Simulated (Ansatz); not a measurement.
`C1[O][GaH][S]1`. Total charge 0; spin multiplicity 1.

```xyz
7

C     0.073   -0.755   -0.650
O    -1.044   -0.056   -0.176
Ga   -0.155    1.084    0.927
S     1.574   -0.021    0.174
H     0.187   -0.645   -1.732
H     0.023   -1.816   -0.390
H    -0.657    2.210    1.849
```

Question: List the harmonic frequencies (cm⁻¹, unscaled) at PBE0-D4/def2-TZVP in Ansatz. (Best estimate.)

Answer: Ansatz gave: 216, 365, 451, 462, 526, 648, 747, 940, 1065, 1193, 1292, 1500, 2070, 3045, 3098.

Question: Is this a minimum?

Answer: Yes, all 15 modes are real.

Question: Give the ideal-gas thermochemistry at 298.15 K and 1 bar (rigid rotor, harmonic oscillator; point group Cs, symmetry number 1).

Answer: Zero-point energy 105.4 kJ/mol; H(298) − E = 120.4 kJ/mol; entropy 304.6 J/(mol·K), of which translation 169.8, rotation 109.0, vibration 25.7; G(298) − E = 29.6 kJ/mol.

Question: Rotational constants (cm⁻¹)?

Answer: 0.2186, 0.1277, 0.08187.
